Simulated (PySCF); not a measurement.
Excitation energy of Nb by level of theory

Nb [Kr] 4d4 5s1 (6D) → Nb [Kr] 4d4 5p1 (high-spin determinant), as a difference of total energies. All numbers are calculated (PySCF 2.14, the spin-free X2C one-electron Hamiltonian (Gaussian nucleus), in x2c-TZVPPall). Correlated levels: valence: [Kr] frozen; valence and next inner shell: [Ar] 3d10 frozen. The calculations carry no spin-orbit coupling.

| method | excitation energy (eV) |
| --- | --- |
| UHF | 2.696 |
| LDA | 3.114 |
| PBE | 3.000 |
| PBE0 | 2.939 |
| r2SCAN | 3.141 |
| BLYP | 2.993 |
| wB97M-V | 2.849 |
| MP2 (valence) | 2.889 |
| SCS-MP2 (valence) | 2.761 |
| MP2 (valence and next inner shell) | 3.098 |
| SCS-MP2 (valence and next inner shell) | 2.938 |

How much does correlation contribute at MP2 (valence and next inner shell)?

3.098 − (2.696) = 0.402 eV, measured against UHF.

A first-order spin-orbit estimate (lowest level to lowest level, LS coupling) adds -0.026 eV.

The basis was made for the ground configuration and has no added diffuse functions, so the excitation energy can come out too high.

The determinant of the upper state mixes LS terms, which raises its energy above the lowest term, most at the Hartree-Fock and MP2 levels.
